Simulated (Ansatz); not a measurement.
Mulliken charges of CHClFNSi, SMILES `FC1=N[SiH]1Cl` from r2SCAN/def2-TZVPP in Ansatz (PBE0-D4/def2-TZVP geometry).

```
atom   x (Å)   y (Å)   z (Å)  charge (e)
  F1   0.158  -2.281  -0.639      -0.146
  C2   0.217  -1.044  -0.212       0.172
  N3   1.240  -0.392   0.161      -0.279
 Si4  -0.234   0.593   0.235       0.498
 Cl5  -0.526   2.070  -1.116      -0.196
  H6  -0.814   0.989   1.525      -0.049
```

Problem. By hand: the dipole of these point charges (1 e Å = 4.8032 D).

Solution. Σ q r = (-0.305, 0.104, 0.273) e Å, of length 0.422 e Å = 2.03 D.

Problem. How does the dipole of the full density compare? (Best estimate.)

Solution. Ansatz gave: (-0.369, 0.218, 0.149) e Å, 2.18 D; the point charges give 0.93 times that, at 23° from its direction.

Point charges leave out the atoms' own dipoles, such as those of lone pairs, and Mulliken's split depends on the basis, so the two needn't agree.
